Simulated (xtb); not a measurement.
Si(H)(Cl)2(vinyl) (C2H4Cl2Si), SMILES Cl[SiH](C=C)Cl. All values are semi-empirical tight-binding results from xtb (GFN2-xTB unless named), good for trends rather than for accurate numbers. Coordinates come from a GFN2-xTB optimisation. One conformer was computed; it need not be the lowest.

Optimised geometry:

Bonds (Å): Si1–Cl2 2.022, Si1–Cl3 2.022, Si1–C4 1.883, Si1–H6 1.455, C4–C5 1.324, C4–H7 1.085, C5–H8 1.078, C5–H9 1.079. Bond angles (°): Cl2–Si1–Cl3 109.0, Cl2–Si1–C4 108.8, Cl2–Si1–H6 108.7, Cl3–Si1–C4 108.8, Cl3–Si1–H6 108.7, C4–Si1–H6 112.8, Si1–C4–C5 125.3, Si1–C4–H7 116.7, C5–C4–H7 118.0, C4–C5–H8 121.9, C4–C5–H9 122.2, H8–C5–H9 115.9.
Charge 0, spin multiplicity 1.

Computed properties:
The point group as xtb finds it is Cs and the orbital gap comes out as 4.49 eV. The dipole moment comes out as 2.21 D, the zero-point energy is 33.0 kcal/mol and the G − E(el) at 298.15 K (modified RRHO) comes out as 12.5 kcal/mol. The static polarisability (D4 model) is 79.8 bohr³ and the solvation energy, GFN2-xTB/ALPB(water) comes out as -1.6 kcal/mol. The solvation energy, GFN2-xTB/ALPB(toluene) comes out as -4.0 kcal/mol.

Question: Give the atomic charges and the Wiberg bond orders between heavy atoms. (An estimate is asked for; the answer gives what the named calculation found.)

Answer: charges (e) Si1 0.53, Cl2 -0.22, Cl3 -0.22, C4 -0.12, C5 -0.08, H6 -0.04, H7 0.06, H8 0.04, H9 0.05. Bond orders Si1–Cl2 1.10, Si1–Cl3 1.10, Si1–C4 0.91, C4–C5 1.99.
